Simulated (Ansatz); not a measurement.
Rb₄H₄ (the lowest singlet isomer of a short search). The state is a singlet with charge 0. Geometry PBE0-D4/def2-SVP, basis def2-TZVP, Ansatz.

Cartesian coordinates in Å:
```
Rb 0.494 1.563 1.294
Rb -0.494 -1.572 -1.283
Rb 3.494 -1.962 -1.486
Rb -3.493 1.972 1.474
H -1.400 3.098 2.485
H 1.904 -0.301 -0.148
H 1.401 -3.090 -2.496
H -1.905 0.293 0.159
```

| run | HOMO (eV) | LUMO (eV) |
| --- | --- | --- |
| A | -3.66 | -0.80 |
| B | -3.90 | -0.75 |
| C | -4.97 | -0.28 |
| D | -5.33 | -0.18 |
| E | -3.11 | -1.00 |
| F | -4.05 | -0.54 |

In the def2 sets Rb takes a core potential; there is no spin–orbit coupling. B3LYP takes the VWN-RPA correlation. HSE06 is defined as in plane-wave codes, on full-range PBE exchange. The structure comes from a short search, and lower isomers may exist.

The runs used B3LYP, BHLYP, CAM-B3LYP, HSE06, PBE, PBE0. Estimate which is which.

A HSE06 (range-separated); B B3LYP (20 % exact exchange); C BHLYP (50 % exact exchange); D CAM-B3LYP (range-separated); E PBE (0 % exact exchange); F PBE0 (25 % exact exchange). Exact exchange lowers occupied and raises empty levels; among semilocal functionals meta-GGAs tend to open the gap a little, and such runs are hard to tell apart. The gap grows from 2.12 eV (PBE) to 5.15 eV (CAM-B3LYP).
